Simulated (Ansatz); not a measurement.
A series at Ga: from `[OH][Ga]([OH])[OH]`, ligands are replaced one by one, each step taking up H–F and setting free H₂O; n counts the steps. Ansatz, PBE0-D4/def2-TZVP geometries. Each molecule was computed in one conformer, which needn't be the lowest.

CBS adds triple-zeta CCSD(T) − MP2 to the MP2 limit, frozen cores; atoms without spin–orbit coupling. Outer-core shells of Ga are correlated without core-valence functions. Scalar relativity is left out up to krypton. Spin–orbit coupling is left out.

```
n              molecule  atomization energy, CCSD(T)/CBS (kJ/mol)
0  `[OH][Ga]([OH])[OH]`                                    2522.9
1   `[OH][Ga]([OH])[F]`                                         ?
2    `[OH][Ga]([F])[F]`                                    1792.2
3     `[F][Ga]([F])[F]`                                    1420.0
```

**Question.** By hand: fit a straight line y = ȳ + b (n − n̄) to the 3 given rows and predict n = 1.

**Answer.** n̄ = 1.667, ȳ = 1911.70; Σ(n − n̄)(y − ȳ) = -1714.10, Σ(n − n̄)² = 4.667, so b = -367.28 kJ/mol a step. Prediction: 1911.70 + (-367.28) × (-0.667) = 2156.7 kJ/mol.

**Question.** By hand: compare with the computed value, 2159.5 kJ/mol, and give the steps along the whole series.

**Answer.** The line misses by 2.8 kJ/mol (computed minus predicted). Steps: -363.4, -367.3, -372.2 kJ/mol.

The steps differ by at most 8.8 kJ/mol, 2.4 % of a mean step, so the ligands' effects nearly add and a line is close. The miss is 0.3 % of the series' range. The energies themselves are unsure by some kJ/mol a bond, though much of that is common to the series.
